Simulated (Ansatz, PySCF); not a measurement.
C₃H₅, SMILES [CH2]C=C (connectivity only; charge and spin as stated), charge +1, multiplicity 1. Atoms are numbered in the order given.

```xyz
8

C      0.0000    -1.1838     0.2060
C      0.0000     0.0000    -0.4973
C      0.0000     1.1838     0.2060
H      0.0000    -2.1450    -0.2977
H      0.0000    -1.1909     1.2915
H      0.0000     0.0000    -1.5803
H      0.0000     2.1450    -0.2977
H      0.0000     1.1909     1.2915
```
Charge +1, spin multiplicity 1.

Coordinates come from a B3LYP-D3(BJ)/def2-TZVP optimisation. The spin state was assumed, not searched. The isomer is the one that the SMILES or the coordinates give; other isomers of the formula were not compared.

Two levels are set side by side: PBE-D3(BJ)/def2-TZVP (Ansatz, a first-principles code) and B3LYP-D3(BJ)/def2-TZVP (Ansatz). Each level has its own optimised geometry; the coordinates shown are those of the second. Frequencies come from the Hessian of PySCF at each geometry. Differences are taken from unrounded values.

| quantity | B3LYP-D3(BJ) |
|---|---|
| mean bond length (Å) | 1.168 |
| bond C1–C2 (Å) | 1.377 |
| bond C2–C3 (Å) | 1.377 |
| bond C1–H4 (Å) | 1.085 |
| bond C1–H5 (Å) | 1.086 |
| bond C2–H6 (Å) | 1.083 |
| bond C3–H7 (Å) | 1.085 |
| bond C3–H8 (Å) | 1.086 |
| highest harmonic wavenumber (cm⁻¹) | 3243 |
| mean harmonic wavenumber (cm⁻¹) | 1664 |
| zero-point energy (kcal/mol) | 42.83 |

What does PBE-D3(BJ) give, and how far is it from B3LYP-D3(BJ)? (The exact figures need the calculation; the answer reports its results.)


```tsv
quantity	PBE-D3(BJ)	PBE-D3(BJ) minus B3LYP-D3(BJ)
mean bond length (Å)	1.177	0.009
bond C1–C2 (Å)	1.385	0.008
bond C2–C3 (Å)	1.385	0.008
bond C1–H4 (Å)	1.094	0.009
bond C1–H5 (Å)	1.095	0.009
bond C2–H6 (Å)	1.092	0.009
bond C3–H7 (Å)	1.094	0.009
bond C3–H8 (Å)	1.095	0.009
highest harmonic wavenumber (cm⁻¹)	3170	-73
mean harmonic wavenumber (cm⁻¹)	1616	-49
zero-point energy (kcal/mol)	41.58	-1.25
```

Exact exchange shortens and stiffens bonds; PBE has none. Differences between two approximate levels are no errors against the true value.
